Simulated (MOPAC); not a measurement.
Input file for MOPAC: PM7 on CoO2 (SMILES [O]=[Co]=[O]), 2S+1 = 6, a spin state set in the input, which need not be the lowest.

```
PM7 1SCF PRECISE CHARGE=0 UHF MS=2.5 THREADS=1
CoO2

Co     0.13101829 1    -0.09583846 1     0.12797681 1
O      1.21179499 1     0.27366577 1    -1.16427509 1
O     -1.37598200 1    -0.13045571 1     0.96597866 1
```

Output:

```
*******************************************************************************
 **                                                                           **
 **                              MOPAC v23.2.5                                **
 **                                                                           **
 *******************************************************************************
 ** MOPAC's Digital Object Identifier: https://doi.org/10.5281/zenodo.6511958 **
 **                                                                           **
 ** Please cite the open-source release paper for use of this MOPAC version:  **
 ** J. E. Moussa and J. J. P. Stewart (2026)                                  **
 ** MOPAC: An open-source semiempirical molecular orbital program             **
 ** J. Open Source Softw., 11(119), 8025, https://doi.org/10.21105/joss.08025 **
 *******************************************************************************

                              PM7 CALCULATION RESULTS

 *******************************************************************************
 *  PM7        - The PM7 Hamiltonian to be used
 *  UHF        - UNRESTRICTED HARTREE-FOCK CALCULATION
 *
 *
 *
 *                 CHARGE ON SYSTEM = 0
 *
 *
 *
 *  MS=        - IN MECI, MAGNETIC COMPONENT OF SPIN =  2.5
 *  PRECISE    - TIGHTER CRITERIA TO BE USED
 *  1SCF       - DO 1 SCF AND THEN STOP
 *  THREADS=1  - MULTI-THREADING NOT USED
 *  T=         - A TIME OF 172800.0 SECONDS REQUESTED
 *  DUMP=N     - RESTART FILE WRITTEN EVERY 7200.0 SECONDS REQUESTED
 *******************************************************************************
PM7 1SCF PRECISE CHARGE=0 UHF MS=2.5 THREADS=1
 CoO2

   ATOM   CHEMICAL          X               Y               Z
  NUMBER   SYMBOL      (ANGSTROMS)     (ANGSTROMS)     (ANGSTROMS)

     1      Co          0.13101829  *  -0.09583846  *   0.12797681  *
     2       O          1.21179499  *   0.27366577  *  -1.16427509  *
     3       O         -1.37598200  *  -0.13045571  *   0.96597866  *



          CARTESIAN COORDINATES

    NO.       ATOM           X           Y           Z

     1        Co          0.1310     -0.0958      0.1280
     2         O          1.2118      0.2737     -1.1643
     3         O         -1.3760     -0.1305      0.9660

 General Reference for PM7:
 "Optimization of Parameters for Semiempirical Methods VI: More Modifications to the
 NDDO Approximations and Re-optimization of Parameters", J. J. P. Stewart, J. Mol. Mod., 1:32, 19 (2013)
 https://link.springer.com/article/10.1007/s00894-012-1667-x

           Empirical Formula: O2 Co  =     3 atoms



      MOLECULAR POINT GROUP   :   C2v


          UHF CALCULATION, NO. OF ALPHA ELECTRONS =   13
                           NO. OF BETA  ELECTRONS =    8

 -------------------------------------------------------------------------------
 PM7 1SCF PRECISE CHARGE=0 UHF MS=2.5 THREADS=1
 CoO2



     1SCF WAS SPECIFIED, SO BFGS WAS NOT USED
     SCF FIELD WAS ACHIEVED


                              PM7 CALCULATION
                                                       MOPAC v23.2.5 Linux




          FINAL HEAT OF FORMATION =         75.61875 KCAL/MOL =     316.38884 KJ/MOL


          COSMO AREA              =         87.30 SQUARE ANGSTROMS
          COSMO VOLUME            =         72.42 CUBIC ANGSTROMS

          IONIZATION POTENTIAL    =          9.609987 EV
          ALPHA SOMO LUMO (EV)    =         -9.610  2.184
          BETA  SOMO LUMO (EV)    =        -10.506 -2.878
          NO. OF ALPHA ELECTRONS  =         13
          NO. OF BETA  ELECTRONS  =          8
          MOLECULAR WEIGHT        =         90.9320         POINT GROUP:  C2v

          MOLECULAR DIMENSIONS (Angstroms)

            Atom       Atom       Distance
            O     3    O     2     3.37608
           Co     1    O     3     0.35361
           Co     1    O     2     0.00000


          SCF CALCULATIONS        =          1





   ATOM   CHEMICAL          X               Y               Z
  NUMBER   SYMBOL      (ANGSTROMS)     (ANGSTROMS)     (ANGSTROMS)

     1      Co          0.13101829  *  -0.09583846  *   0.12797681  *
     2       O          1.21179499  *   0.27366577  *  -1.16427509  *
     3       O         -1.37598200  *  -0.13045571  *   0.96597866  *

                             CARTESIAN COORDINATES

   1   Co        0.131018290    -0.095838460     0.127976810
   2    O        1.211794990     0.273665770    -1.164275090
   3    O       -1.375982000    -0.130455710     0.965978660


           Empirical Formula: O2 Co  =     3 atoms



      MOLECULAR POINT GROUP   :   C2v


          ALPHA EIGENVALUES
 -28.86720 -27.25211 -15.56787 -15.53080 -15.15032 -14.12488 -13.93755 -12.86402
 -12.42111 -11.82513 -10.22977 -10.00935  -9.60999   2.18351  50.27500  50.35960
  52.14876


           BETA EIGENVALUES
 -25.03109 -23.35146 -13.67717 -12.67485 -11.84508 -11.19908 -10.84256 -10.50561
  -2.87770  -1.86305  -0.51792   0.30531   0.42246   5.33186  51.81985  51.90673
  52.99027


              NET ATOMIC CHARGES AND DIPOLE CONTRIBUTIONS

  ATOM NO.   TYPE          CHARGE      No. of ELECS.   s-Pop       p-Pop       d-Pop
    1         Co           1.601936        7.3981     0.72996     0.06799     6.60011
    2          O          -0.800960        6.8010     1.92803     4.87293
    3          O          -0.800976        6.8010     1.92803     4.87294
 DIPOLE           X         Y         Z       TOTAL
 POINT-CHG.     1.640    -1.288     1.748     2.721
 HYBRID         0.216    -0.169     0.230     0.358
 SUM            1.856    -1.458     1.977     3.079


          ATOMIC ORBITAL ELECTRON POPULATIONS

     Atom    s        px        py        pz      x^2-y^2     xz        z^2       yz        xy
    1 Co   0.72996   0.03443   0.00753   0.02604   1.29825   1.16497   1.44292   1.27233   1.42165
    2  O   1.92803   1.71819   1.47445   1.68028
    3  O   1.92803   1.71600   1.47475   1.68219


                    (SZ)    =    2.500000
                    (S**2)  =    8.766048


          ATOMIC ORBITAL SPIN POPULATIONS

    Atom   Total    s     px     py     pz   x^2-y^2  xz     z^2    yz     xy
         Atomic
    1 Co  3.4122  0.370 -0.000  0.002  0.000  0.612  0.584  0.553  0.721  0.569
    2  O  0.7939  0.013  0.185  0.497  0.099
    3  O  0.7939  0.013 -0.003  0.520  0.264

 **********************
 *                    *
 * JOB ENDED NORMALLY *
 *                    *
 **********************




 == MOPAC DONE ==
```

The run finished.

Cost: around 0.03 core-seconds (rough).
